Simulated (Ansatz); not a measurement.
Conformers of GeH$_{8}$N$_{2}$OSi, SMILES `[NH2][GeH2][SiH](N)O`, each relaxed with PBE0-D4/def2-TZVP in Ansatz. CBS adds the triple-zeta coupled-cluster correction to the MP2 limit.

Outer-core shells of Ge are correlated without core-valence functions. Scalar relativity is left out up to krypton. Spin–orbit coupling is left out.

Not all of them had a frequency check.

Conformer A:

Cartesian coordinates in Å:
```
N -2.106 -0.416 -1.531
Ge -1.292 0.613 -0.220
Si 0.740 -0.327 0.605
N 1.763 0.888 1.236
O 1.296 -1.132 -0.735
H -1.424 -0.866 -2.129
H -2.683 -1.146 -1.132
H -2.339 0.806 0.893
H -0.993 1.996 -0.843
H 0.587 -1.291 1.732
H 1.947 1.757 0.764
H 2.383 0.731 2.011
H 2.121 -1.614 -0.653
```

Conformer B:

Z-matrix (Å, degrees):
```
Ge
Si 1 2.375
N 1 1.848 2 106.6
H 1 1.556 2 109.9 3 -123.4
H 1 1.541 2 113.5 3 117.7
O 2 1.658 1 101.2 3 36.5
N 2 1.708 1 110.1 3 160.6
H 2 1.489 1 115.5 3 -81.7
H 3 1.011 1 114.6 2 -167.4
H 3 1.012 1 111.7 2 -43.5
H 6 0.959 2 117.9 1 -173.6
H 7 1.006 2 122.7 1 149.3
H 7 1.006 2 123.2 1 -46.7
```

Question: Which is lowest in electronic energy at CCSD(T)/CBS (frozen core, def2 sets), and by how much? (An estimate is asked.)

Answer: Ansatz gave: B; A lies 2.9 kJ/mol higher.

Question: Give the energies relative to B (kJ/mol) with r2SCAN-D4/def2-TZVPP, B2PLYP/def2-TZVPP, HF/def2-TZVPP, SCS-MP2/def2-TZVPP, CCSD(T)/def2-TZVPP, HF/def2-QZVPP, SCS-MP2/def2-QZVPP. (An estimate is asked.)

Answer: The calculation gave: 
| level | A |
| --- | --- |
| r2SCAN-D4/def2-TZVPP | 1.7 |
| B2PLYP/def2-TZVPP | 2.4 |
| HF/def2-TZVPP | 3.5 |
| SCS-MP2/def2-TZVPP | 2.9 |
| CCSD(T)/def2-TZVPP | 2.7 |
| HF/def2-QZVPP | 3.4 |
| SCS-MP2/def2-QZVPP | 3.0 |
